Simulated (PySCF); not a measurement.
## Dipole polarisabilities along the 4d series

Calculated with PySCF 2.14 for the ground configurations, without spin-orbit coupling: coupled response for Hartree-Fock and DFT. Mean α in bohr³, C₆ of like pairs in atomic units.

```tsv
species	α UHF	α PBE	α PBE0	α recommended (Schwerdtfeger and Nagle)	C₆ UHF	C₆ PBE	C₆ PBE0
Zr [Kr] 4d2 5s2 (aug-cc-pVTZ-PP with one added diffuse shell each of s, p, d, f, g type with ECP28MDF, ECP)	194.6	121.4	127.3	112 ± 13	2517	1693	1800
Nb [Kr] 4d4 5s1 (aug-cc-pVTZ-PP with one added diffuse shell each of s, p, d, f, g type with ECP28MDF, ECP)	132.2	92.65	96.94	98 ± 8	1610	1044	1101
Mo [Kr] 4d5 5s1 (aug-cc-pVTZ-PP with one added diffuse shell each of s, p, d, f, g type with ECP28MDF, ECP)	108.5	74.19	78.40	87 ± 6	1205	782.3	828.1
Tc [Kr] 4d5 5s2 (aug-cc-pVTZ-PP with one added diffuse shell each of s, p, d, f, g type with ECP28MDF, ECP)	137.7	85.71	91.31	79 ± 10	1571	977.3	1053
Ru [Kr] 4d7 5s1 (aug-cc-pVTZ-PP with one added diffuse shell each of s, p, d, f, g type with ECP28MDF, ECP)	93.83	58.88	62.85	72 ± 10	902.6	558.2	590.8
Rh [Kr] 4d8 5s1 (aug-cc-pVTZ-PP with one added diffuse shell each of s, p, d, f, g type with ECP28MDF, ECP)	89.70	53.97	58.19	66 ± 10	816.7	482.2	514.9
Pd [Kr] 4d10 (aug-cc-pVTZ-PP with one added diffuse shell each of s, p, d, f, g type with ECP28MDF, ECP)	21.06	30.87	26.97	26.14 ± 0.1	146.7	225.0	194.3
Ag [Kr] 4d10 5s1 (aug-cc-pVTZ-PP with one added diffuse shell each of s, p, d, f, g type with ECP28MDF, ECP)	83.26	47.40	51.88	55 ± 8	695.1	379.1	411.7
Cd [Kr] 4d10 5s2 (aug-cc-pVTZ-PP with one added diffuse shell each of s, p, d, f, g type with ECP28MDF, ECP)	63.86	46.96	50.10	46 ± 2	615.7	423.4	457.2
```

Hartree-Fock lacks correlation. All values carry a basis error, and heavy open shells lack spin-orbit coupling.
